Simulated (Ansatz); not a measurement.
Reactions of C3H8AlB, SMILES `B[C](=C)[AlH][CH3]`.

Program: Ansatz. Geometries: PBE0-D4/def2-TZVP. ΔE: electronic, gas phase. CBS: MP2 limit from def2 TZ/QZ plus the TZ coupled-cluster correction, frozen cores. This one scheme is used for every species. Functionals use def2-TZVPP. B3LYP here is the variant with VWN-RPA as its local correlation; programs differ in this. Triplets are unrestricted, without spin–orbit coupling. One conformer a species, not always the lowest.

```json
{"reaction": "`B[C](=C)[AlH][CH3]` + HCl → `C=[C](Cl)[AlH][CH3]` + BH₃", "ωB97M-V (eV)": "0.74", "MP2/CBS(def2) (eV)": "0.74", "PBE0-D4 (eV)": "0.76", "B3LYP-D4 (eV)": "0.72", "CCSD(T)/CBS(def2) (eV)": "0.75"}
{"reaction": "`B[C](=C)[AlH][CH3]` + `CO[SiH2][SiH3]` → `[CH3][AlH][O][SiH2][SiH3]` + `BC(=C)C`", "ωB97M-V (eV)": "-2.31", "MP2/CBS(def2) (eV)": "-2.42", "PBE0-D4 (eV)": "-2.28", "B3LYP-D4 (eV)": "-2.33", "CCSD(T)/CBS(def2) (eV)": "-2.35"}
{"reaction": "`B[C](=C)[AlH][CH3]` → `B[C](=C)[AlH2]` + `[CH2]` (triplet)", "ωB97M-V (eV)": "5.02", "MP2/CBS(def2) (eV)": "5.14", "PBE0-D4 (eV)": "4.96", "B3LYP-D4 (eV)": "4.90", "CCSD(T)/CBS(def2) (eV)": "4.99"}
{"reaction": "`B[C](=C)[AlH][CH3]` + `C=CC(=O)O` → `C=CC(=O)OC` + `B[C](=C)[AlH2]`", "ωB97M-V (eV)": "0.89", "MP2/CBS(def2) (eV)": "0.95", "PBE0-D4 (eV)": "0.91", "B3LYP-D4 (eV)": "0.84", "CCSD(T)/CBS(def2) (eV)": "0.89"}
{"reaction": "`B[C](=C)[AlH][CH3]` + `CNCF` → `BN(C)CF` + `C=[CH][AlH][CH3]`", "ωB97M-V (eV)": "-1.28", "MP2/CBS(def2) (eV)": "-1.28", "PBE0-D4 (eV)": "-1.25", "B3LYP-D4 (eV)": "-1.27", "CCSD(T)/CBS(def2) (eV)": "-1.29"}
```

Largest T1 diagnostic: 0.015, for `C=CC(=O)O`.
